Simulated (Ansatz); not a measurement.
Cartesian coordinates (Å):
```xyz
8

O      2.0058     1.3655     0.1076
Si     1.2705    -0.0073     0.0922
Si    -1.1037     0.1139    -0.0834
H      1.5888    -0.9710    -1.0353
H      1.4180    -0.9057     1.3057
H     -1.7822    -1.2253    -0.1067
H     -1.6132     0.7923    -1.3160
H     -1.7841     0.8376     1.0358
```
Charge -1, spin multiplicity 1.

These are frozen-core CCSD(T)/def2-TZVPD // CAM-B3LYP-D3(BJ)/def2-TZVPD (Ansatz, an electronic-structure program) values and carry that method's errors.

```json
{
  "HF energy": "-655.73035 Ha",
  "MP2 correlation energy": "-0.50299 Ha"
}
```

**Question.** Estimate the CCSD correlation energy, the (T) correction, the total energy and the T1 diagnostic.

**Answer.** 
```yaml
CCSD correlation energy: -0.54231 Ha
"(T) correction": -0.02153 Ha
CCSD(T) total energy: -656.29419 Ha
T1 diagnostic: 0.017
```
